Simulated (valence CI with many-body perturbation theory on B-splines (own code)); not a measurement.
# Cl12+: configurations and terms from energies and g

Calculated by configuration interaction combined with many-body perturbation theory (CI+MBPT): three valence electrons over a frozen Dirac-Fock core [He], radial functions for each j: 11 s, 11 p, 9 d, 7 f, 5 g, 2 h, 1 i, with the one-electron correlation potential Σ1, the two-electron term Σ2, the three-electron term Σ3, Breit, model QED; selected CI, second order for the rest, scaled by the run's own slope (own B-spline code, finite nucleus).

No measured levels were compared; by estimate levels of excited configurations hold to 0.05 to 0.15 % of their energy, terms of the ground configuration to about 0.5 %.

```tsv
No.	J	Parity	E (cm⁻¹)	g
1	1/2	odd	0	0.664
2	3/2	odd	17410	1.333
3	1/2	even	211220	2.666
4	3/2	even	217690	1.733
5	5/2	even	226550	1.598
6	3/2	even	377880	0.800
7	5/2	even	378420	1.200
8	1/2	even	476860	1.818
9	1/2	even	504330	0.850
10	3/2	even	512440	1.331
11	3/2	odd	663070	1.998
12	3/2	odd	749630	0.809
13	5/2	odd	750690	1.199
14	1/2	odd	840510	0.664
```

Energies count from the lowest level. Strongly mixed levels and levels close to another of their J and parity are left out, so the numbers can have gaps.

Question: Give configuration and LS term of each level.

Answer: 1: 2s²2p ²P°; 2: 2s²2p ²P°; 3: 2s2p² ⁴P; 4: 2s2p² ⁴P; 5: 2s2p² ⁴P; 6: 2s2p² ²D; 7: 2s2p² ²D; 8: 2s2p² ²S; 9: 2s2p² ²P; 10: 2s2p² ²P; 11: 2p³ ⁴S°; 12: 2p³ ²D°; 13: 2p³ ²D°; 14: 2p³ ²P°.
